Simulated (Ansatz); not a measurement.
Total energies of C$_{2}$H$_{3}$ClOZn (`Cl[CH]1C[O][Zn]1`).

```xyz
8

Cl    1.985    0.005    1.101
C     0.268    0.025    0.778
C    -0.154    0.204   -0.706
O    -1.228   -0.635   -1.032
Zn   -0.936   -1.606    0.559
H    -0.198    0.734    1.461
H     0.727    0.019   -1.334
H    -0.463    1.254   -0.829
```

The species carries charge 0 and has multiplicity 1. For Zn the d shell is correlated and the shells below it are frozen. Scalar relativity is left out up to krypton. All single points use the PBE0-D4/def2-TZVP geometry. Basis def2-TZVPP, the Gaussian-basis code of Ansatz.

RPA on PBE orbitals: Hartree–Fock energy of these orbitals -2389.53779 Eh, correlation -1.85486 Eh (frozen core).

```csv
functional,energy without D4 (Eh),D4 term (kJ/mol)
revPBE,-2392.60199,-59.9
B97M-V,-2392.35070,–
r2SCAN0,-2392.65213,-5.2
BHLYP,-2392.70590,-23.8
CAM-B3LYP,-2392.89767,-16.2
LC-ωPBE,-2392.38215,–
ωB97X-V,-2392.55453,–
ωB97M-V,-2392.66688,–
B2PLYP,-2392.31772,–
PBE-QIDH,-2391.91568,–
```

(1) Give the same for LDA (SPW92), PBE, BLYP, r2SCAN, PBE0, B3LYP, r2SCANh, HSE06 (plane-wave form). (Estimate.)

B3LYP takes the VWN-RPA correlation (the form of Gaussian; ORCA's B3LYP/G). HSE06 is the plane-wave form, built on full-range PBE exchange. The double hybrids freeze the cores in their second-order part.

Answers

(1) Computed: 
```
             functional  energy without D4 (Eh)  D4 term (kJ/mol)
            LDA (SPW92)             -2387.22553                 –
                    PBE             -2392.21932             -19.0
                   BLYP             -2392.88810             -42.7
                 r2SCAN             -2392.72085              -4.4
                   PBE0             -2392.27152             -16.0
                  B3LYP             -2392.91099             -31.1
                r2SCANh             -2392.69237              -4.7
HSE06 (plane-wave form)             -2392.25510             -14.9
```

LC-ωPBE has ω = 0.4 bohr⁻¹.
